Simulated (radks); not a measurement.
Results of a calculation; reference values are marked as such.
Valence configurations of Al+ (all share [Ne]). Level of theory: Dirac Kohn-Sham, PBE, spin-unpolarised, spherical densities, finite nucleus; open shells are shared between the two j in proportion to 2j + 1; Fermi nuclear charge, rms radius 3.061 fm (a radial shooting solver on a logarithmic mesh with Libxc functionals). Energies are relative to 3s2; eigenvalues in eV.

valence      E (eV)  e(3p1/2)  e(3p3/2)  e(3s1/2)
3s2           0.000         -         -   -14.810
3s1.5 3p0.5   2.892    -9.427    -9.402   -15.221
3p2          11.717   -10.396   -10.370         -
3s1 3p1       5.810    -9.766    -9.741   -15.610
3s0.5 3p1.5   8.752   -10.089   -10.063   -15.980

NIST lists [Ne] 3s2 as the ground configuration; this level of theory agrees among the configurations tried. The energies are those of spherical spin-averaged densities, not of single terms.
